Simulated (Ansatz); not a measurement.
Species: C3H9InO3, SMILES `C[O][In]([O]C)[O]C` (charge 0, multiplicity 1).

Task: Give a relaxed geometry from Ansatz (a first-principles code) with CAM-B3LYP-D3(BJ)/def2-SVP.

Result: Several could match; the one computed here: the end point of this relaxation, one of several conformers (outside a Z-matrix the atoms follow the SMILES, hydrogens last).
Cartesian coordinates (Å) in one orientation:
```xyz
16

C     -0.290     2.986    -0.013
O      0.578     1.890     0.091
In    -0.001    -0.001     0.003
O     -1.917    -0.440    -0.228
C     -2.423    -1.746    -0.307
O      1.337    -1.452     0.157
C      2.714    -1.240     0.318
H      0.300     3.913     0.093
H     -0.808     3.038    -0.989
H     -1.068     3.001     0.774
H     -3.521    -1.691    -0.407
H     -2.041    -2.306    -1.182
H     -2.206    -2.352     0.593
H      3.213    -2.221     0.396
H      3.173    -0.706    -0.534
H      2.961    -0.672     1.235
```
